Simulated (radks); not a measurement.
Results of a calculation; reference values are marked as such.
Excited configurations of the tungsten ion W2+: one electron is placed in a higher orbital outside [Xe] 4f14 5d3. The ground configuration is [Xe] 4f14 5d4. Code: a radial shooting solver on a logarithmic mesh with Libxc functionals. Model: Dirac Kohn-Sham, PBEsol, spin-unpolarised, spherical densities, finite nucleus; open shells fill j = l - 1/2 first; Fermi nuclear charge, rms radius 5.3658 fm. Excitation = E - E(ground); binding = E(ion) - E, where the ion is the core of charge +3; n* = 3/sqrt(2 binding) in atomic units, and the quantum defect is n - n*.

5f5/2: excitation (eV) 17.595; binding (eV) 8.073; n* 3.895; quantum defect 1.105
6p1/2: excitation (eV) 7.282; binding (eV) 18.385; n* 2.581; quantum defect 3.419
6d3/2: excitation (eV) 15.122; binding (eV) 10.546; n* 3.407; quantum defect 2.593
6f5/2: excitation (eV) 20.231; binding (eV) 5.436; n* 4.746; quantum defect 1.254
7s1/2: excitation (eV) 14.298; binding (eV) 11.370; n* 3.282; quantum defect 3.718
7p1/2: excitation (eV) 16.205; binding (eV) 9.463; n* 3.597; quantum defect 3.403
7d3/2: excitation (eV) 19.258; binding (eV) 6.410; n* 4.371; quantum defect 2.629
7f5/2: excitation (eV) 21.845; binding (eV) 3.823; n* 5.659; quantum defect 1.341

The Delta-SCF ionisation energy is 25.668 eV (NIST Atomic Spectra Database: 26.0 eV, semi-empirical). Self-interaction in the functional shifts the binding energies and quantum defects, so they are the method's values and not measured ones. Spin polarisation and multiplet splitting are left out, so open shells lie too high by an amount that depends on their filling.

Beside tabulated values, note that spin-unpolarised runs miss the spin-polarisation part of the exchange energy of open shells.
